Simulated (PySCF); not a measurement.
**Tb(III) with more and more OH**

Computed with PySCF 2.14.0, PBE0, def2-SVP on the ligands, density fitting, scalar-relativistic core potentials, no spin-orbit coupling, vacuum. The metal has lcecp-1-SVP with ECP54. Each complex is relaxed within the symmetry of its template. Distances are means of the shortest metal–ligand contacts, charges and spins Mulliken's; removal energies are rigid, with the ligand's formal charge and no counterpoise, so too large; for an anion taken off a cation in vacuum most of it is the attraction of opposite charges, and multiply charged cations can part far more cheaply with an electron moved from ligand to metal. lcecp potentials hold a fixed number of 4f electrons in the core, out of states, spins and gaps.

Q: Order these by the metal–ligand distance, lowest first.
A. [Tb(OH)4]−
B. Tb(OH)3
C. [Tb(OH)2]+

A: C (1.964), B (2.059), A (2.123).

Q: What else do they give?

A: 
```json
{"complex": "[Tb(OH)2]+", "point group": "C2v", "M–OH (Å)": "1.964", "charge on M (e)": "1.40", "dipole (D)": "–", "removal of one OH (eV)": "17.67", "strongest infrared band, degenerate modes summed (cm⁻¹)": "3933", "unstable modes (below −25 cm⁻¹)": "0"}
{"complex": "Tb(OH)3", "point group": "nearly D3h", "M–OH (Å)": "2.059", "charge on M (e)": "1.09", "dipole (D)": "0.05", "removal of one OH (eV)": "11.19", "strongest infrared band, degenerate modes summed (cm⁻¹)": "374", "unstable modes (below −25 cm⁻¹)": "0"}
{"complex": "[Tb(OH)4]−", "point group": "Td", "M–OH (Å)": "2.123", "charge on M (e)": "0.81", "dipole (D)": "–", "removal of one OH (eV)": "5.64", "strongest infrared band, degenerate modes summed (cm⁻¹)": "210", "unstable modes (below −25 cm⁻¹)": "0"}
```

The more ligands, the longer each bond and the weaker the last ligand is held.

One start shape was tried for each, so a minimum needn't be the lowest isomer.
